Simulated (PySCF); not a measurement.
## `CSC([SiH3])=C=C[SiH3]`, C₄H₁₀SSi₂

Cartesian coordinates in Å; atom numbers follow the order of the lines, from 1:
```xyz
17

C    -1.712    1.934    0.960
S    -2.310    0.343    0.370
C    -0.825   -0.617    0.351
Si   -0.986   -2.390   -0.262
C     0.354   -0.181    0.733
C     1.549    0.253    1.058
Si    2.678    1.056   -0.204
H    -1.274    1.844    1.965
H    -0.967    2.356    0.269
H    -2.587    2.597    1.001
H    -1.874   -3.169    0.653
H    -1.590   -2.397   -1.627
H     0.375   -2.996   -0.294
H     1.892    0.139    2.097
H     1.971    1.115   -1.516
H     3.948    0.279   -0.350
H     3.039    2.441    0.231
```

The calculation used PySCF, TDDFT CAM-B3LYP/aug-cc-pVDZ excited states, vertical, gas phase. Geometry: PBE0-D3(BJ)/def2-SVP.

**Question.** Give the one- and two-photon strengths of the lowest singlets.

**Answer.** δ for parallel linear polarisation; σ at the peak of a Lorentzian of half width 0.1 eV, single beam; Ω is circular over linear.
```csv
state,E (eV),f,photon λ (nm),δ (au),σ (GM),Ω,main
S1,4.23,0.000,586,0.72,0.01,1.36,HOMO→LUMO+1 0.86
S2,5.15,0.000,482,21.2,0.21,1.03,"HOMO→LUMO 0.40, HOMO→LUMO+2 0.28"
S3,5.44,0.076,456,148,1.60,0.67,"HOMO→LUMO 0.38, HOMO→LUMO+6 0.26"
S4,5.52,0.167,449,103,1.15,0.87,"HOMO→LUMO+5 0.33, HOMO→LUMO+3 0.31"
S5,5.94,0.002,417,4.55,0.06,1.37,"HOMO−1→LUMO+5 0.30, HOMO−1→LUMO+2 0.17"
S6,6.02,0.004,412,243,3.23,1.47,HOMO→LUMO+4 0.61
```

Among these, the strongest one-photon state is S4, the strongest two-photon state S6, with a dipole change of 3.4 D (relaxed, norm of the difference vector).
